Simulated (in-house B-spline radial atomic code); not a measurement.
Ionising the nickel ion Ni⁸⁺ with different functionals

Computed with an all-electron radial atomic-structure program (B-spline basis): non-relativistic Hamiltonian, point nucleus, spin-polarised at highest spin, spherical fractional occupations for the functionals, the average over the highest-spin determinants for Hartree-Fock. The ionisation energy is the difference of two self-consistent energies, [Ar] 3d2 → [Ar] 3d1, without Breit or QED terms; ε is the level of the shell that loses the electron (its least bound occupied spin orbital).

Hybrids are left out here: with spherical fractional occupations of an open shell their exact exchange keeps a self-interaction that integer-occupation calculations don't have.

```tsv
method	rung	ΔSCF (eV)	-ε(3d) (eV)
Hartree-Fock	Hartree-Fock	192.07	193.67
LDA VWN5	LDA	193.66	178.34
LDA PW92	LDA	193.65	178.32
LDA exchange-only	LDA	191.63	176.37
PBE	GGA	193.36	178.07
PBEsol	GGA	193.32	178.03
BLYP	GGA	193.32	178.01
RPBE	GGA	193.29	178.01
PW91	GGA	193.55	178.24
BP86	GGA	193.42	178.12
AM05	GGA	193.38	178.08
OLYP	GGA	194.17	178.91
TPSS	meta-GGA	193.13	177.88
SCAN	meta-GGA	193.13	178.10
r2SCAN	meta-GGA	193.18	178.14
M06-L	meta-GGA	193.10	178.08
revTPSS	meta-GGA	192.96	177.74
```

**Question.** How do they compare with the NIST value?

**Answer.** NIST lists 193.2 eV ± 0.5 (semi-empirical, ground level to ground level). Errors run from -1.57 to +0.97 eV; r2SCAN is closest (-0.02 eV), though others lie within the uncertainty of it, and part of that can be cancellation, since the calculations leave out relativity, Breit-QED terms, multiplet and fine-structure energies. Hartree-Fock also lacks correlation.
